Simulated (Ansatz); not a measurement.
Relaxation of C$_{4}$H$_{11}$ClSi (17 atoms, charge 0, multiplicity 1), to a largest force component of 0.015 eV/Å in at most 40 steps.

These are results of RKS LDA/STO-3G in Ansatz, not measurements.

```xyz
17
Properties=species:S:1:pos:R:3:forces:R:3
C -1.367 -2.087 -1.381 -1.28 2.39 -0.98
Si -0.742 -1.095 0.042 1.91 1.02 0.62
C -2.063 -0.840 1.349 0.94 2.65 -0.24
C -1.656 0.053 2.593 2.67 -4.80 -0.65
C -1.444 1.473 2.314 0.44 2.72 1.99
Cl -2.891 -0.200 3.873 -1.10 0.05 1.04
H -2.232 -1.514 -1.847 0.97 -0.74 0.54
H -0.614 -2.170 -2.171 0.13 -0.49 0.08
H -1.764 -3.012 -1.038 -0.22 -1.52 0.07
H -0.272 0.228 -0.474 -0.37 -0.87 0.40
H 0.446 -1.751 0.690 -0.97 0.44 -0.51
H -2.398 -1.778 1.672 -0.60 -2.20 1.10
H -2.931 -0.368 0.901 -0.56 0.39 -0.42
H -0.686 -0.452 3.035 -1.65 1.18 -0.72
H -2.328 1.934 1.904 -0.81 0.41 -0.43
H -0.614 1.665 1.659 0.88 -0.14 -0.96
H -1.192 2.015 3.277 -0.37 -0.50 -0.92
```

Question: Where does it end, and by what steps?

Answer: The forces met the threshold. The force dipped under the threshold on the way, but the program's further checks kept it going. Limits of this set-up: minimal basis. After 11 steps the energy has fallen by 0.607 eV; H11 moved furthest, 0.37 Å.

```json
{"step": "0", "energy less start (eV)": "0.0000", "largest force component (eV/Å)": "4.804", "accepted": "yes"}
{"step": "1", "energy less start (eV)": "-0.5576", "largest force component (eV/Å)": "1.162", "accepted": "yes"}
{"step": "2", "energy less start (eV)": "-0.5987", "largest force component (eV/Å)": "0.193", "accepted": "yes"}
{"step": "3", "energy less start (eV)": "-0.6033", "largest force component (eV/Å)": "0.076", "accepted": "yes"}
{"step": "4", "energy less start (eV)": "-0.6035", "largest force component (eV/Å)": "0.049", "accepted": "yes"}
{"step": "5", "energy less start (eV)": "-0.6044", "largest force component (eV/Å)": "0.056", "accepted": "yes"}
{"step": "6", "energy less start (eV)": "-0.6051", "largest force component (eV/Å)": "0.065", "accepted": "yes"}
{"step": "7", "energy less start (eV)": "-0.6058", "largest force component (eV/Å)": "0.055", "accepted": "yes"}
{"step": "8", "energy less start (eV)": "-0.6062", "largest force component (eV/Å)": "0.035", "accepted": "yes"}
{"step": "9", "energy less start (eV)": "-0.6067", "largest force component (eV/Å)": "0.012", "accepted": "yes"}
{"step": "10", "energy less start (eV)": "-0.6068", "largest force component (eV/Å)": "0.012", "accepted": "yes"}
{"step": "11", "energy less start (eV)": "-0.6068", "largest force component (eV/Å)": "0.008", "accepted": "yes"}
```

```xyz
17
Properties=species:S:1:pos:R:3
C -1.335 -2.095 -1.332
Si -0.807 -0.912 0.007
C -2.155 -0.785 1.311
C -1.673 -0.060 2.576
C -1.310 1.417 2.345
Cl -3.002 -0.128 3.873
H -2.255 -1.752 -1.823
H -0.557 -2.187 -2.102
H -1.524 -3.096 -0.922
H -0.552 0.399 -0.560
H 0.408 -1.383 0.645
H -2.486 -1.798 1.591
H -3.030 -0.253 0.905
H -0.816 -0.598 3.034
H -2.172 1.960 1.927
H -0.472 1.481 1.630
H -1.010 1.893 3.291
```

The run took 33 s on 1 thread of Intel(R) Xeon(R) Platinum 8488C (Sapphire Rapids), on a shared host, peak memory 0.15 GiB.
